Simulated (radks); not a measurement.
Effect of the nuclear size on neutral germanium, [Ar] 3d10 4s2 4p2. All-electron calculation, Dirac Kohn-Sham, relativistic LDA (MacDonald-Vosko exchange, VWN5 correlation), spin-unpolarised, spherical densities, finite nucleus; open shells are shared between the two j in proportion to 2j + 1; Fermi nuclear charge, rms radius 4.0742 fm. Program: a radial shooting solver on a logarithmic mesh with Libxc functionals. The rms radius is varied about that value; shifts are against it.

rms radius (fm),total energy shift (eV),density at nucleus (e/bohr^3),1s1/2 shift (meV),2s1/2 shift (meV),3p1/2 shift (meV)
3.4183,-0.0997,3.176e+04,-42.2,-4.12,0.062
3.736,-0.0535,3.158e+04,-22.6,-2.21,0.033
4.0742,0,3.141e+04,0.000,0.000,0.000
4.2983,0.0378,3.13e+04,16.0,1.56,-0.023
4.6201,0.0954,3.116e+04,40.4,3.94,-0.059

Slopes of the eigenvalues against <r^2> in GHz/fm^2, as finite differences over the two radii next to the reference (eigenvalue slopes, not the field-shift constants of lines): 1s1/2 2070, 2s1/2 202, 3p1/2 -3.02.
